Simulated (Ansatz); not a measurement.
Molecule: ReF₂ (charge 0, quartet). The spin state was set by rule; other spins were not relaxed. 
Coordinates optimised at B3LYP-D3(BJ)/def2-TZVP (Ansatz, a program for electronic structure):
SMILES: [F][Re][F]
```xyz
3

Re     0.0000     0.0000     0.0000
F      0.0000     0.0000    -1.8569
F      0.0000     0.0000     1.8569
```
Charge 0, spin multiplicity 4.

Basis-set convergence of Hartree-Fock and MP2 correlation energies (hartree) with Ansatz. Correlated levels leave the core frozen unless marked. Open shells are spin-unrestricted. No spin-orbit coupling. Frozen are the shells of the preceding noble gas and the d and f shells that filled before the atom's block. In def2 rows, elements after Kr have scalar-relativistic effective core potentials. The program attaches cautions to a run behind MP2/def2-SVP: other amplitudes.

The UHF reference is spin-contaminated (<S^2> 0.64 over the pure value in the largest basis). 

| basis | functions | E(HF) | E(corr, MP2) |
|---|---|---|---|
| def2-SVP | 60 | -276.27210 | -0.49246 |
| def2-TZVPP | 118 | (withheld) | (withheld) |

Question: Some entries are withheld; supply them.

Answer: 
- def2-TZVPP, E(HF): -276.54459
- def2-TZVPP, E(corr, MP2): -0.66430
